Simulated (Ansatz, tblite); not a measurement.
Isomers of Cu$_{4}$Br$_{4}$⁺ (doublet), found by a short tight-binding search and relaxed with PBE-D4/def2-SVP in Ansatz.

The xTB rows come from tblite.

Other spin states were run for one of them alone.

A:

```xyz
8

Cu    1.141    0.356   -1.111
Cu   -0.967   -1.040   -0.977
Cu    0.882   -1.189    0.848
Cu   -0.728    0.929    0.768
Br    1.174   -2.040   -1.379
Br    0.489    0.144    2.679
Br    0.726    2.495   -0.407
Br   -2.717    0.344   -0.419
```

B:

Cartesian coordinates in Å:
```
Cu -1.456 1.060 -0.629
Cu -0.950 -0.529 1.308
Cu 1.455 -1.060 0.628
Cu 0.951 0.530 -1.308
Br 2.985 -0.518 -0.996
Br -0.447 1.932 -2.497
Br -2.969 0.555 1.022
Br 0.431 -1.969 2.471
```

Task: Estimate which lies lowest at each level, and how far above it the others are (eV).

Result: 
| level | A | B |
| --- | --- | --- |
| GFN1-xTB | 0.61 | 0.00 |
| GFN2-xTB | 0.00 | 0.01 |
| PBE-D4/def2-SVP | 0.00 | 0.28 |
| r2SCAN-D4/def2-SVP | 0.00 | 0.31 |
| PBE0-D4/def2-SVP | 0.00 | 0.61 |
Point groups (tolerance 0.1 Å): A not assigned, B D2h. Lower isomers may exist.
